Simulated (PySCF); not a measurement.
# Telling isomers of C6H6F2O apart by NMR

PySCF 2.14 calculation with geometry from GFN2-xTB and PBE0/pcSseg-1 with gauge-including orbitals; one averaged value for each set of equivalent atoms, non-relativistic, one conformer, in vacuum.

References, each an isolated molecule treated in the same way: TMS for ¹H (σ = 31.72 ppm), ¹³C (σ = 186.93 ppm). Splittings of carbon signals by F and P are missing where no couplings were computed. Where no couplings were computed, multiplicities follow the n + 1 count of equivalent neighbours, and m marks all less simple cases (inequivalent or close neighbours, rings, F or P nearby). Shifts are as computed. Against solution values, carbons near 30 ppm lie about +3 ppm off and those near 130 ppm about +5 ppm (rms about the fit 2.1 ppm; single classes can miss by 10 ppm). Of 1328 compounds with measured shifts, 309 miss one by over three times the rms of a fit or turn the order of signals round; such compounds aren't used in these exercises. Signals without a measured value on file couldn't be tested in this way; 1H shifts scatter by 0.2 ppm about their fit, and single ones miss by 0.5 ppm.

(1) Tabulate the signals of `C/C(=C\CF)C(F)=C=O`, `FC/C(F)=C1/C=CCO1`, `FC(F)C1=COC=CC1` and their relative energies.

(2) What is the quickest way to tell C/C(=C\CF)C(F)=C=O from FC(F)C1=COC=CC1?

(3) What is the quickest way to tell C/C(=C\CF)C(F)=C=O from FC/C(F)=C1/C=CCO1?

(4) What is the quickest way to tell FC/C(F)=C1/C=CCO1 from FC(F)C1=COC=CC1?

Results:

(1) 
| SMILES | carbon types | δC | δH | E rel. (kcal/mol) |
| --- | --- | --- | --- | --- |
| C/C(=C\CF)C(F)=C=O | 3×C 1×CH 1×CH2 1×CH3 | 270.3, 133.2, 128.5, 123.9, 87.0, 13.1 | 6.05 (m, 1H), 5.80 (m, 2H), 1.45 (s, 3H) | 28.2 |
| FC/C(F)=C1/C=CCO1 | 2×C 2×CH 2×CH2 | 162.6, 150.2, 139.5, 130.4, 82.7, 81.1 | 6.85 (m, 1H), 6.40 (m, 1H), 5.50 (m, 2H), 5.37 (m, 2H) | 12.5 |
| FC(F)C1=COC=CC1 | 1×C 4×CH 1×CH2 | 148.5, 147.9, 121.2, 112.2, 107.6, 24.5 | 7.00 (m, 1H), 6.52 (d, 1H), 6.20 (m, 1H), 5.02 (m, 1H), 2.94 (m, 2H) | 0.0 |

Energies are electronic energies at PBE0/pcSseg-1 on these geometries, without zero-point or thermal terms, each for the one conformer computed, which needn't be the lowest.

(2) Both give the same number of carbon signals, but DEPT or the intensities differ. The first has a central carbon of a ketene (C) at 270.3 ppm, the second an allylic sp3 CH2 at 24.5 ppm. Their most deshielded carbons lie at 270.3 and 148.5 ppm. In the proton spectra the most deshielded non-exchanging signals are 6.05 (m, 1H) and 7.00 (m, 1H).

(3) Both give the same number of carbon signals, but DEPT or the intensities differ. The first has a central carbon of a ketene (C) at 270.3 ppm, the second an alkene carbon bearing oxygen (C) at 162.6 ppm. In the proton spectra the most deshielded non-exchanging signals are 6.05 (m, 1H) and 6.85 (m, 1H).

(4) Both give the same number of carbon signals, but DEPT or the intensities differ. The first has an allylic sp3 CH2 bonded to O at 82.7 ppm, the second an allylic sp3 CH2 at 24.5 ppm. Their most deshielded carbons lie at 162.6 and 148.5 ppm.
